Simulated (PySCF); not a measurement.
# Bonding in `CC(C)(F)S(C)(=O)=O`

Species: C₄H₉FO₂S.
Atom-mapped SMILES: `[CH3:1][C:2]([CH3:3])([F:4])[S:5]([CH3:6])(=[O:7])=[O:8]` (hydrogens: H9, H10, H11 on C1; H12, H13, H14 on C3; H15, H16, H17 on C6)

Cartesian coordinates in Å at the PBE0-D3(BJ)/def2-SVP level; atoms count from 1:
```xyz
17
C4H9FO2S angstrom
C     -0.683    1.587   -0.444
C     -0.514    0.216    0.159
C     -1.688   -0.712   -0.023
F     -0.222    0.336    1.500
S      0.951   -0.640   -0.594
C      2.357    0.193    0.120
O      0.907   -0.371   -2.031
O      0.966   -2.013   -0.094
H      0.187    2.223   -0.231
H     -1.572    2.066   -0.008
H     -0.806    1.509   -1.532
H     -2.588   -0.251    0.408
H     -1.857   -0.901   -1.093
H     -1.485   -1.668    0.477
H      3.226   -0.364   -0.255
H      2.393    1.234   -0.221
H      2.289    0.118    1.211
```

Bond orders from the PBE0/pcSseg-1 density (PySCF). The structure is a single PBE0-D3(BJ)/def2-SVP conformer in the gas phase; no vibrational or solvent corrections.

(1) How far do the computed orders between heavy atoms stray from the drawn ones?

(2) Set the Mayer orders of the bonds beside their lengths.

## Answers

(1) The largest departure is 0.319, at S5–O7 (drawn double, 1.681). Drawn single, order below 0.88: C2–F4 (0.855) and C2–S5 (0.763). Drawn double or triple, more than 0.30 short of the drawn order: S5–O7 (1.681) and S5–O8 (1.686).

(2) 
```
  bond  drawn as  length (Å)  Mayer order
 C1–C2    single       1.507        0.991
 C2–C3    single       1.507        1.015
 C2–F4    single       1.378        0.855
 C2–S5    single       1.857        0.763
 S5–C6    single       1.783        0.898
 S5–O7    double       1.463        1.681
 S5–O8    double       1.461        1.686
 C1–H9    single       1.099        0.949
C1–H10    single       1.100        0.946
C1–H11    single       1.097        0.943
C3–H12    single       1.100        0.950
C3–H13    single       1.099        0.942
C3–H14    single       1.098        0.939
C6–H15    single       1.098        0.935
C6–H16    single       1.096        0.931
C6–H17    single       1.096        0.931
```

By pair of heavy elements: C–C: lowest C1–C2 (0.991, 1.507 Å), highest C2–C3 (1.015, 1.507 Å). C–S: lowest C2–S5 (0.763, 1.857 Å), highest S5–C6 (0.898, 1.783 Å). O–S: all 2 within 0.02 of one another (1.681 to 1.686).

Task: Sum the orders of all bonds at each heavy atom with more than one neighbour and set the sums beside the valence in the SMILES.

Result: C1 3.829 (drawn 4), C2 3.624 (drawn 4), C3 3.846 (drawn 4), S5 5.028 (drawn 6), C6 3.695 (drawn 4). Orders between atoms that aren't bonded are not in these sums.

Mayer orders depend on the basis set.

The run behind these numbers computed NMR shieldings as well. Hardware: an Arm Neoverse V1 with one thread, on a shared host. Cost: 30 s.
